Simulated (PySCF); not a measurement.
**Magnetisability: `O(CCCC)BF`, C4H10BFO**

Molfile (atoms numbered from 1):
```
C4H10BFO
     RDKit          3D

 17 16  0  0  0  0  0  0  0  0999 V2000
   -2.4239    0.6451   -0.1895 C   0  0  0  0  0  0  0  0  0  0  0  0
   -1.0269    0.7646    0.4054 C   0  0  0  0  0  0  0  0  0  0  0  0
   -0.3797   -0.6036    0.6107 C   0  0  0  0  0  0  0  0  0  0  0  0
    1.0408   -0.4838    1.1637 C   0  0  0  0  0  0  0  0  0  0  0  0
    1.8684    0.2095    0.2569 O   0  0  0  0  0  0  0  0  0  0  0  0
    2.8477   -0.3281   -0.4486 B   0  0  0  0  0  0  0  0  0  0  0  0
    3.4838    0.4942   -1.2764 F   0  0  0  0  0  0  0  0  0  0  0  0
   -2.3864    0.1528   -1.1586 H   0  0  0  0  0  0  0  0  0  0  0  0
   -3.0695    0.0630    0.4650 H   0  0  0  0  0  0  0  0  0  0  0  0
   -2.8666    1.6291   -0.3219 H   0  0  0  0  0  0  0  0  0  0  0  0
   -1.0831    1.2818    1.3655 H   0  0  0  0  0  0  0  0  0  0  0  0
   -0.3928    1.3560   -0.2564 H   0  0  0  0  0  0  0  0  0  0  0  0
   -0.3401   -1.1350   -0.3428 H   0  0  0  0  0  0  0  0  0  0  0  0
   -0.9722   -1.1981    1.3090 H   0  0  0  0  0  0  0  0  0  0  0  0
    1.0329    0.0954    2.0935 H   0  0  0  0  0  0  0  0  0  0  0  0
    1.4518   -1.4809    1.3663 H   0  0  0  0  0  0  0  0  0  0  0  0
    3.2088   -1.4498   -0.4022 H   0  0  0  0  0  0  0  0  0  0  0  0
  1  2  1  0
  2  3  1  0
  3  4  1  0
  4  5  1  0
  5  6  1  0
  6  7  1  0
  1  8  1  0
  1  9  1  0
  1 10  1  0
  2 11  1  0
  2 12  1  0
  3 13  1  0
  3 14  1  0
  4 15  1  0
  4 16  1  0
  6 17  1  0
M  END
```

Theory: GIAO HF/pcSseg-1 magnetisability, rotational g tensor and spin-rotation constants, non-relativistic, gas phase (PySCF). Geometry: GFN2-xTB.

Q: What are the magnetisability and the molar susceptibility?

A: Isotropic -1164 × 10⁻³⁰ J/T², or -70.1 × 10⁻⁶ cm³/mol; principal values -1218, -1163, -1110 × 10⁻³⁰ J/T², anisotropy 94 × 10⁻³⁰ J/T² (root of half the summed squared differences of the principal values). The susceptibility is in cgs units.

Q: Split it along the inertial axes a, b, c into diamagnetic and paramagnetic parts about the centre of mass, with the quadrupole moment.

A: 
| axis | χ (10⁻⁶ cm³/mol) | diamagnetic (10⁻⁶ cm³/mol) | paramagnetic (10⁻⁶ cm³/mol) | summed x² of all electrons (Å²) | quadrupole Θ (D Å) |
| --- | --- | --- | --- | --- | --- |
| a | -71.7 | -319.1 | 247.4 | 258.8 | -5.38 |
| b | -69.8 | -1194.9 | 1125.0 | 52.4 | +3.18 |
| c | -68.8 | -1320.0 | 1251.3 | 22.9 | +2.20 |

Anisotropies 2χaa − χbb − χcc = -4.8 and 2χbb − χaa − χcc = +0.8 × 10⁻⁶ cm³/mol. Θ is traceless in Buckingham's convention.

Q: And the rotational g tensor?

A: 
```
axis  rotational constant (GHz)        g  nuclear part  electronic part
   a                     5.6362  -0.0134        0.6417          -0.6551
   b                     1.0679  -0.0060        0.5584          -0.5644
   c                     0.9603  -0.0056        0.5589          -0.5645
```
Asymmetric top; isotopes 11B, 12C, 19F, 1H, 16O; no vibrational averaging.
